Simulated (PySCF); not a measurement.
A structure optimised at B3LYP-D3(BJ)/def2-SVP, used in a PySCF frequency run:

```xyz
7

N      2.1682    -0.2355    -0.0205
Sn     0.1562    -0.0952     0.1469
F     -0.5385    -0.8793     1.7802
Cl    -0.4925     2.1459     0.1932
Cl    -0.8749    -1.2459    -1.6019
H      2.6375     0.2325     0.7576
H      2.4700    -1.2119    -0.0329
```

Question: Write its SMILES and formula.

Answer: [NH2][Sn]([F])([Cl])[Cl], Cl2FH2NSn

Question: What are its rotational constants (standard atomic weights)?

Answer: 2.0212, 1.4010, 1.2052 GHz
